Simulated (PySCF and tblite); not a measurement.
Results of a calculation; reference values are marked as such.
System: C₄H₁₁As, numbered as in [CH3:1][CH2:2][As:3]([CH3:4])[CH3:5].

For the rotation about the C2–As3 bond (torsion C1–C2–As3–C4 from -78° to -187°, falling): electronic barrier 1.69 kcal/mol, zero-point change 0.00 kcal/mol, thermal and entropy terms at 350 K a further 0.77 kcal/mol (symmetry numbers apart). The minimum is C1, the saddle Cs. Geometries: GFN2-xTB; energies: BP86/pcSseg-1 + D3(BJ), IEF-PCM dichloromethane; zero-point and thermal terms from GFN2-xTB harmonic modes (soft modes blended into free rotors). Rates follow Eyring's equation with the number of equivalent paths and no tunnelling. (PySCF 2.14 with density fitting, tblite 0.8.)

How many equivalent paths lead out of the minimum?

1: the symmetry number of the minimum is 1, that of the saddle displaced along its mode 1.

Work out the rate at 350 K.

ΔG‡ = 2.46 kcal/mol; k_B T/h = 7.3×10¹² s⁻¹; exp(−ΔG‡/RT) = 0.029; times 1 gives k = 2.1×10¹¹ s⁻¹. Wigner's tunnelling factor for the 64i cm⁻¹ mode would be 1.00.

The barrier is low, and the GFN2-xTB saddle may lie off the DFT one, so take it as rough. Spin–orbit effects of heavy atoms on shieldings are missing.
